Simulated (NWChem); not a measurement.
System: Si2H4OCl2; SMILES Cl[Si](Cl)([SiH3])O

The following NWChem deck was run.

```
start job
memory heap 200 mb stack 900 mb global 1100 mb
geometry units angstroms
  O     -0.243991    -0.336354     1.798977
  Si    -0.003724    -0.049719     0.221299
  Si     2.196937    -0.672784    -0.074483
  Cl    -1.387848    -1.111139    -0.837065
  Cl    -0.439245     1.909950    -0.143466
  H     -1.064762    -0.182792     2.266927
  H      2.387729    -2.083954     0.266389
  H      2.626473    -0.470285    -1.461439
  H      3.082133     0.127565     0.774122
end
basis spherical
  * library def2-svp
end
dft
  xc xpbe96 cpbe96
  disp vdw 4
  iterations 150
end
driver
  maxiter 120
end
task dft optimize
task dft freq
```

The level has its own optimisation; frequencies are unscaled.

Q: What results follow from this input? (PBE-D3(BJ)/def2-SVP.) Quantities: r O–Si (Å); r H–O (Å); r Si–Si (Å); r Cl–Si (Å); highest harmonic frequency (cm⁻¹); lowest (cm⁻¹); zero-point energy (kcal/mol); dipole (D).

A: 
- r O–Si (Å): 1.665
- r H–O (Å): 0.975
- r Si–Si (Å): 2.334
- r Cl–Si (Å): 2.086
- highest harmonic frequency (cm⁻¹): 3735
- lowest (cm⁻¹): 89
- zero-point energy (kcal/mol): 26.2
- dipole (D): 0.96
